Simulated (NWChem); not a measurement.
# SiHCl, singlet; SMILES [SiH]Cl

```xyz
3

Si    -0.1098    -1.1028     0.0000
H      1.4136    -1.3158     0.0000
Cl    -0.0118     0.9852     0.0000
```
Atoms are numbered in this order, from 1.

All runs: NWChem. Low-valent species are run as closed-shell singlets; no triplet was tried in these runs. Structure relaxed at the PBE0/def2-SVP level. Level: PBE0/def2-SVP with SMD (1 M gas to 1 M solution), gas-phase geometry. Reactions with the solvent are ignored.

For solvent n-hexane:

* **solvation free energy (kcal/mol)**: -2.4
* **cavity-dispersion-structure term (kcal/mol)**: -1.7
* **dipole in solution (D)**: 1.14

### Question
How do the values read with solvent water instead?

### Answer
The solvation free energy (kcal/mol) is -0.7 and the cavity-dispersion-structure term (kcal/mol) comes out as 0.9. The dipole in solution (D) comes out as 1.32.
